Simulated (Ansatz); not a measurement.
## Energy profile

The step: TiF₄ ([F][Ti]([F])([F])[F]) + H₂O + NH₃ → TiNH₂F₃ ([NH2][Ti]([F])([F])[F]) + H₂O + HF (still joined by a long Ti–F bond); bonds formed: F2–H8, H6–O9; dative contacts that become bonds: Ti1–N7; bonds broken: H6–N7, H8–O9; bonds weakened to dative contacts: Ti1–F2 (atoms numbered as in the saddle structure below).

| atom | x (Å) | y (Å) | z (Å) |
| --- | --- | --- | --- |
| Ti1 | -1.1659 | -0.6458 | 0.0906 |
| F2 | 0.7132 | -1.2710 | 0.7218 |
| F3 | -0.7209 | -1.3904 | -1.4475 |
| F4 | -1.7852 | -1.5807 | 1.4374 |
| F5 | -2.6577 | 0.1284 | -0.4415 |
| H6 | 1.1434 | 0.8382 | -0.3333 |
| N7 | -0.2804 | 1.1123 | 0.3367 |
| H8 | 1.4764 | -0.6607 | 0.1460 |
| O9 | 2.0014 | 0.2498 | -0.4551 |
| H10 | -0.8567 | 1.8940 | 0.0464 |
| H11 | 0.0328 | 1.2957 | 1.2863 |
| H12 | 2.0995 | 0.0302 | -1.3876 |

Electronic energies by CCSD(T) at an estimated basis limit (MP2 extrapolated from triple and quadruple zeta, plus CCSD(T) − MP2 in triple zeta), on PBE0-D4/def2-TZVP structures; TiNH5OF4, closed shell; no counterpoise correction. Computed with Ansatz 0.2.0 (basis: def2-TZVPP and def2-QZVPP); correlated methods freeze the cores. Extrapolation: Hartree–Fock as exp(−7.88 √X), correlation as X^−2.97.

Give the profile in kcal/mol, counted from the separated reactants. (Judge from chemistry; the value comes from the calculation.)

The calculation gives:
```csv
point,kcal/mol
"separated: TiF4 (linked as [F][Ti]([F])([F])[F]; Ti1, F2, F3, F4, F5; singlet) + NH3 (H6, N7, H10, H11; singlet) + H2O (H8, O9, H12; singlet)",0.00
start structure,-25.28
saddle,1.60
end structure,-0.90
"separated: TiNH2F3 (linked as [NH2][Ti]([F])([F])[F]; Ti1, F3, F4, F5, N7, H10, H11; singlet) + HF (F2, H8; singlet) + H2O (H6, O9, H12; singlet)",20.43
```

T1 diagnostic: at most 0.024. The start structure is not quite a true minimum (one mode of 27i cm⁻¹).

The step is the kind of exchange with an N–H group that builds nitride films in atomic layer and chemical vapour deposition.

For scale, one of the runs: CCSD(T)/def2-TZVPP, 320 basis functions, launched by `ansatz run in.yaml --threads 4 --pin off --events-out ev --progress --plain --max-ram 66560MiB --backend cuda --devices 0, --max-vram 37GiB`. Time: 31 s of wall clock on 4 CPU threads of an AMD EPYC 7R13 and a share of one NVIDIA H100; the host was shared. Peak host memory: 0.84 GiB.
